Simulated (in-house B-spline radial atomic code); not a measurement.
A fraction x of an electron is removed from 5d in the lanthanum ion La²⁺, starting from [Xe] 5d1 and keeping the highest spin. Method: scalar-relativistic (X2C) PBE, spin-polarised, spherical fractional occupations, Fermi nucleus of rms radius 4.855 fm. Calculated with an all-electron radial atomic-structure program (B-spline basis).

| x | E(x) - E(0) (eV) | 5d up level (eV) |
| --- | --- | --- |
| 0 | 0.0000 | -15.006 |
| 0.02 | 0.3017 | -15.165 |
| 0.2 | 3.1611 | -16.612 |
| 0.34 | 5.5668 | -17.757 |
| 0.39 | 6.4649 | -18.170 |
| 0.5 | 8.5139 | -19.086 |
| 0.75 | 13.5486 | -21.199 |
| 0.86 | 15.9322 | -22.141 |
| 0.94 | 17.7309 | -22.828 |
| 1 | 19.1161 | - |

The exact functional would give a straight line between the two integer points. Deviations E(x) - E(0) - x[E(1) - E(0)], in eV: -0.081 at x = 0.02, -0.662 at x = 0.2, -0.933 at x = 0.34, -0.99 at x = 0.39, -1.044 at x = 0.5, -0.788 at x = 0.75, -0.508 at x = 0.86, -0.238 at x = 0.94.

The curve lies below the straight line by up to 1.044 eV (at x = 0.5): convex, the delocalisation error that favours fractional charges.

How well does Slater's transition state (minus the level at half occupation) give the ionisation energy?

It gives 19.086 eV against 19.116 eV from the two total energies; NIST lists 19.18 eV, ground level to ground level.
